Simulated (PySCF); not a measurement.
## Calculated data, AlBHN

All values are calculated (PySCF 2.14.0). Calculation on a computer-drawn molecule: vertical ionisation energy to the stated ion spin, frozen-core CCSD(T) at the basis limit and cheaper methods, single-reference cases, UHF for radicals, no spin-orbit; all values are single points at the evaluated structure, the first of each entry, which is the reference or a displaced copy of it and isn't optimised; the reference structure only sets the zero of the energies above reference; triples share is (T) over the correlation energy.

Common to all runs: charge 0; multiplicity 1; ion multiplicity 2; diffuse functions no; basis cc-pV(n+d)Z; reference is the Hartree-Fock double-zeta minimum; best is HF at quadruple zeta + MP2 correlation extrapolated from triple and quadruple zeta + CCSD(T) minus MP2 at triple zeta; basis step is the size of the change from the same recipe one zeta lower.

(1) AlBHN

Evaluated structure:
```xyz
4
AlBHN
B     -0.1722     2.7699     1.2891
N     -0.0876     2.2335     0.2286
Al     0.4207     1.5433    -1.3124
H     -0.6565     3.0148     2.7660
```

Reference structure:
```xyz
4
AlBHN
B     -0.3024     2.7105     1.4124
N      0.0113     2.2682     0.2838
Al     0.4621     1.6343    -1.3356
H     -0.5964     3.1247     2.4698
```

The calculation gives: ionisation energy best 8.63 eV; ionisation energy basis step 0.01576 eV; energy above reference best 36.34 kcal/mol; energy above reference basis step 0.5475 kcal/mol; ionisation energy Koopmans at triple zeta 8.233 eV; ionisation energy EOM CCSD at triple zeta 8.568 eV; total energy HF triple zeta -321.6487 hartree; total energy CCSD(T) triple zeta -322.0276 hartree; total energy best -322.0755 hartree; T1 diagnostic at triple zeta 0.01604; D1 diagnostic at triple zeta 0.03181; ion T1 diagnostic at triple zeta 0.01709; ion D1 diagnostic at triple zeta 0.04227; ion spin squared at triple zeta 0.7534; triples share at triple zeta 0.0463; basis functions triple zeta 113; dipole magnitude HF at triple zeta 1.681 debye; dipole magnitude CCSD unrelaxed at triple zeta 0.997 debye; dipole magnitude PBE at triple zeta 1.02 debye; dipole magnitude r2SCAN at triple zeta 1.237 debye; dipole magnitude B3LYP at triple zeta 1.044 debye; dipole magnitude wB97X at triple zeta 1.281 debye.

Drawn bonds:
```
atom  other atom  order
   1           2      2
   2           3      1
   1           4      1
```

Triple zeta:
```
 method  ionisation energy (eV)  energy above reference (kcal/mol)
     HF                   7.411                              38.05
    PBE                   8.472                               35.2
 r2SCAN                   8.308                              36.39
  B3LYP                   8.589                              36.46
  wB97X                   8.593                              36.29
    MP2                   8.296                              38.77
   CCSD                   8.524                               36.5
CCSD(T)                   8.562                              36.63
```

(2) AlBHN

Evaluated structure:
```xyz
4
AlBHN
B     -0.2889     2.6594     1.3770
N      0.0398     2.3960     0.3634
Al     0.3642     1.7422    -1.3382
H     -0.6787     3.0602     2.4979
```

Reference structure:
```xyz
4
AlBHN
B     -0.3024     2.7105     1.4124
N      0.0113     2.2682     0.2838
Al     0.4621     1.6343    -1.3356
H     -0.5964     3.1247     2.4698
```

Results for AlBHN: ionisation energy best 8.882 eV; ionisation energy basis step 0.01007 eV; energy above reference best 35.87 kcal/mol; energy above reference basis step 1.606 kcal/mol; ionisation energy Koopmans at triple zeta 8.49 eV; ionisation energy EOM CCSD at triple zeta 8.827 eV; total energy HF triple zeta -321.6579 hartree; total energy CCSD(T) triple zeta -322.0262 hartree; total energy best -322.0762 hartree; T1 diagnostic at triple zeta 0.01328; D1 diagnostic at triple zeta 0.02698; ion T1 diagnostic at triple zeta 0.01574; ion D1 diagnostic at triple zeta 0.04291; ion spin squared at triple zeta 0.7545; triples share at triple zeta 0.04206; basis functions triple zeta 113; dipole magnitude HF at triple zeta 0.7522 debye; dipole magnitude CCSD unrelaxed at triple zeta 0.2498 debye; dipole magnitude PBE at triple zeta 0.3101 debye; dipole magnitude r2SCAN at triple zeta 0.4921 debye; dipole magnitude B3LYP at triple zeta 0.2785 debye; dipole magnitude wB97X at triple zeta 0.4526 debye.

Drawn bonds:
```
atom  other atom  order
   1           2      2
   2           3      1
   1           4      1
```

Triple zeta:
```
 method  ionisation energy (eV)  energy above reference (kcal/mol)
     HF                   7.714                              32.26
    PBE                   8.722                              36.55
 r2SCAN                   8.565                              35.61
  B3LYP                   8.854                              34.33
  wB97X                   8.857                              34.14
    MP2                   8.545                              38.23
   CCSD                   8.787                              36.08
CCSD(T)                   8.811                               37.5
```

(3) AlBHN

Evaluated structure:
```xyz
4
AlBHN
B     -0.2973     2.7177     1.5219
N      0.0340     2.3020     0.4720
Al     0.5334     1.5674    -1.2899
H     -0.6866     3.0644     2.5166
```

Reference structure:
```xyz
4
AlBHN
B     -0.3024     2.7105     1.4124
N      0.0113     2.2682     0.2838
Al     0.4621     1.6343    -1.3356
H     -0.5964     3.1247     2.4698
```

It finds ionisation energy best 9.122 eV; ionisation energy basis step 0.0003601 eV; energy above reference best 13.33 kcal/mol; energy above reference basis step 0.4232 kcal/mol; ionisation energy Koopmans at triple zeta 8.772 eV; ionisation energy EOM CCSD at triple zeta 9.063 eV; total energy HF triple zeta -321.6892 hartree; total energy CCSD(T) triple zeta -322.0637 hartree; total energy best -322.1122 hartree; T1 diagnostic at triple zeta 0.01486; D1 diagnostic at triple zeta 0.02895; ion T1 diagnostic at triple zeta 0.01828; ion D1 diagnostic at triple zeta 0.04688; ion spin squared at triple zeta 0.7586; triples share at triple zeta 0.04517; basis functions triple zeta 113; dipole magnitude HF at triple zeta 0.2262 debye; dipole magnitude CCSD unrelaxed at triple zeta 0.3845 debye; dipole magnitude PBE at triple zeta 0.2575 debye; dipole magnitude r2SCAN at triple zeta 0.05951 debye; dipole magnitude B3LYP at triple zeta 0.3024 debye; dipole magnitude wB97X at triple zeta 0.1375 debye.

Drawn bonds:
```
atom  other atom  order
   1           2      2
   2           3      1
   1           4      1
```

Triple zeta:
```
 method  ionisation energy (eV)  energy above reference (kcal/mol)
     HF                   7.973                              12.62
    PBE                   8.943                              13.24
 r2SCAN                   8.793                              13.53
  B3LYP                   9.081                              12.29
  wB97X                   9.087                                 13
    MP2                   8.804                              13.89
   CCSD                   9.028                              13.45
CCSD(T)                   9.047                              13.97
```

(4) AlBHN

Evaluated structure:
```xyz
4
AlBHN
B     -0.3307     2.6358     1.3816
N      0.0394     2.1974     0.2524
Al     0.5179     1.5953    -1.3190
H     -0.5972     3.1761     2.4735
```

Reference structure:
```xyz
4
AlBHN
B     -0.3024     2.7105     1.4124
N      0.0113     2.2682     0.2838
Al     0.4621     1.6343    -1.3356
H     -0.5964     3.1247     2.4698
```

It finds ionisation energy best 8.51 eV; ionisation energy basis step 0.0151 eV; energy above reference best 2.582 kcal/mol; energy above reference basis step 0.05562 kcal/mol; ionisation energy Koopmans at triple zeta 8.071 eV; ionisation energy EOM CCSD at triple zeta 8.424 eV; total energy HF triple zeta -321.7046 hartree; total energy CCSD(T) triple zeta -322.0821 hartree; total energy best -322.1293 hartree; T1 diagnostic at triple zeta 0.01723; D1 diagnostic at triple zeta 0.03536; ion T1 diagnostic at triple zeta 0.01726; ion D1 diagnostic at triple zeta 0.03812; ion spin squared at triple zeta 0.7533; triples share at triple zeta 0.04765; basis functions triple zeta 113; dipole magnitude HF at triple zeta 2.494 debye; dipole magnitude CCSD unrelaxed at triple zeta 1.606 debye; dipole magnitude PBE at triple zeta 1.638 debye; dipole magnitude r2SCAN at triple zeta 1.898 debye; dipole magnitude B3LYP at triple zeta 1.699 debye; dipole magnitude wB97X at triple zeta 1.973 debye.

Drawn bonds:
```
atom  other atom  order
   1           2      2
   2           3      1
   1           4      1
```

Triple zeta:
```
 method  ionisation energy (eV)  energy above reference (kcal/mol)
     HF                   7.248                              2.942
    PBE                   8.371                              2.267
 r2SCAN                   8.189                              2.429
  B3LYP                    8.47                              2.808
  wB97X                   8.462                              2.475
    MP2                   8.184                              2.642
   CCSD                   8.395                               2.57
CCSD(T)                   8.442                              2.419
```

(5) AlBHN

Evaluated structure:
```xyz
4
AlBHN
B     -0.3307     2.6358     1.3816
N      0.0394     2.1974     0.2524
Al     0.5308     1.5791    -1.3612
H     -0.5972     3.1761     2.4735
```

Reference structure:
```xyz
4
AlBHN
B     -0.3024     2.7105     1.4124
N      0.0113     2.2682     0.2838
Al     0.4621     1.6343    -1.3356
H     -0.5964     3.1247     2.4698
```

Results for AlBHN: ionisation energy best 8.636 eV; ionisation energy basis step 0.01209 eV; energy above reference best 1.81 kcal/mol; energy above reference basis step 0.1548 kcal/mol; ionisation energy Koopmans at triple zeta 8.212 eV; ionisation energy EOM CCSD at triple zeta 8.555 eV; total energy HF triple zeta -321.7050 hartree; total energy CCSD(T) triple zeta -322.0834 hartree; total energy best -322.1305 hartree; T1 diagnostic at triple zeta 0.01721; D1 diagnostic at triple zeta 0.03536; ion T1 diagnostic at triple zeta 0.01773; ion D1 diagnostic at triple zeta 0.04023; ion spin squared at triple zeta 0.7538; triples share at triple zeta 0.04794; basis functions triple zeta 113; dipole magnitude HF at triple zeta 2.107 debye; dipole magnitude CCSD unrelaxed at triple zeta 1.239 debye; dipole magnitude PBE at triple zeta 1.296 debye; dipole magnitude r2SCAN at triple zeta 1.55 debye; dipole magnitude B3LYP at triple zeta 1.343 debye; dipole magnitude wB97X at triple zeta 1.601 debye.

Drawn bonds:
```
atom  other atom  order
   1           2      2
   2           3      1
   1           4      1
```

Triple zeta:
```
 method  ionisation energy (eV)  energy above reference (kcal/mol)
     HF                    7.39                                2.7
    PBE                   8.488                              1.299
 r2SCAN                   8.311                              1.843
  B3LYP                   8.595                              2.065
  wB97X                   8.589                              1.961
    MP2                   8.311                              1.719
   CCSD                   8.524                              1.834
CCSD(T)                   8.567                              1.586
```
